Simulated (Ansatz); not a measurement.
Ansatz (a quantum-chemistry and plane-wave program) input (SVWN5/6-31G*):

Ansatz 0.2 input:
```yaml
crystal:
  periodic: [false, false, false]
  atoms:
    - {symbol: C, position_ang: [-0.74598462, 0.07954784, 0.23255547]}
    - {symbol: F, position_ang: [0.73298763, -0.10811036, -0.07052530]}
    - {symbol: H, position_ang: [-0.92133566, 1.08748682, -0.22113066]}
    - {symbol: H, position_ang: [-1.19964527, -0.59178060, -0.53947446]}
basis:
  gaussian:
    orbitals: 6-31G*
hamiltonian:
  xc: {name: SVWN5}
total_charge: -1
output: {forces: true}
```

### Question
Predict the final energy.

### Answer
-138.00344 Eh.
